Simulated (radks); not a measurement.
Values are calculated unless marked as measured or tabulated.
Ionisation of Pm2+, [Xe] 4f5, to Pm3+, [Xe] 4f4, under several functionals. Dirac Kohn-Sham, spin-unpolarised, spherical densities, finite nucleus; open shells are shared between the two j in proportion to 2j + 1; a radial shooting solver on a logarithmic mesh with Libxc functionals.

[
 {"functional": "HCTH/407", "E(Pm2+) (hartree)": "-10031.9362", "Exc (hartree)": "-235.6897", "IE (eV)": "23.982", "-e(HOMO) (eV)": "15.655", "<r> HOMO (bohr)": "1.025", "IE error (eV)": "+1.542"},
 {"functional": "XLYP", "E(Pm2+) (hartree)": "-10027.4119", "Exc (hartree)": "-230.8901", "IE (eV)": "23.006", "-e(HOMO) (eV)": "14.878", "<r> HOMO (bohr)": "1.047", "IE error (eV)": "+0.566"},
 {"functional": "PW91", "E(Pm2+) (hartree)": "-10027.1316", "Exc (hartree)": "-230.6234", "IE (eV)": "23.229", "-e(HOMO) (eV)": "15.063", "<r> HOMO (bohr)": "1.043", "IE error (eV)": "+0.789"},
 {"functional": "PBE", "E(Pm2+) (hartree)": "-10025.9141", "Exc (hartree)": "-229.3890", "IE (eV)": "23.135", "-e(HOMO) (eV)": "14.972", "<r> HOMO (bohr)": "1.043", "IE error (eV)": "+0.695"},
 {"functional": "AM05", "E(Pm2+) (hartree)": "-10019.1338", "Exc (hartree)": "-222.5440", "IE (eV)": "23.201", "-e(HOMO) (eV)": "15.007", "<r> HOMO (bohr)": "1.040", "IE error (eV)": "+0.761"}
]

NIST Atomic Spectra Database: 22.4 eV (semi-empirical). Closest: XLYP. The Delta-SCF values span 0.98 eV, the total energies 12.80 hartree. The highest occupied level is 4f7/2. Spin polarisation and multiplet splitting are left out, so open shells lie too high by an amount that depends on their filling. Sharing an open shell by 2j + 1 raises it above the true ground level by a part of the spin-orbit splitting, which enters the differences from NIST.

Beside tabulated values, note that spin-unpolarised runs miss the spin-polarisation part of the exchange energy of open shells.
